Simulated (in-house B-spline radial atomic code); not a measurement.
# RPA and G0W0 on wB97X: F⁻

Configuration [He] 2s2 2p6, mean-field start wB97X. Computed with an all-electron radial atomic-structure program (B-spline basis): all electrons, non-relativistic, point nucleus, each spin shell either full or empty, empty states to l = 9 with an (l + 1/2)⁻⁴ tail; G0W0 by contour deformation at full frequency.

Command:
```bash
python run_gw.py task.json out
```
Settings (radii: box in bohr, nucleus in fm):
```
Z                        9
electrons                10
configuration            [He] 2s2 2p6
hamiltonian              nr
method                   wb97x
lmax                     9
spin_polarised           False
box_radius               60
intervals                52
```

Run time, properties included: 0.7 s on 1 thread of Arm Neoverse V2 (shared host).

Energies (hartree):

```csv
term,value
mean-field total,-99.87740
Hartree-Fock functional on these orbitals,-99.44925
direct second order,-0.71934
second-order exchange,0.2486
SOSEX correction,0.20899
```

Task: What is the RPA correlation energy, and what remains with SOSEX?

Result: RPA gives -0.55887 hartree (-1.52 eV per electron); RPA + SOSEX gives -0.34987, and the second-order doubles -0.47074 hartree (no singles). SOSEX takes back 37 % of the RPA value.

Quasi-particle levels (eV):

```tsv
level	occupied	mean field	Σx - vxc	Σc	QP weight	G0W0
2p	yes	-2.855	-2.87	?	?	?
```

G0W0 = mean field + (Σx - vxc) + Σc, with Σc (partial-wave tail included) taken at the quasi-particle energy. Levels of low weight are left out.

Task: Where does G0W0 put 2p?

Result: At -3.739 eV, with Σc = 1.98 eV and a quasi-particle weight of 0.842. The tabulated removal energy is 3.401 eV (electron affinity of the neutral atom).
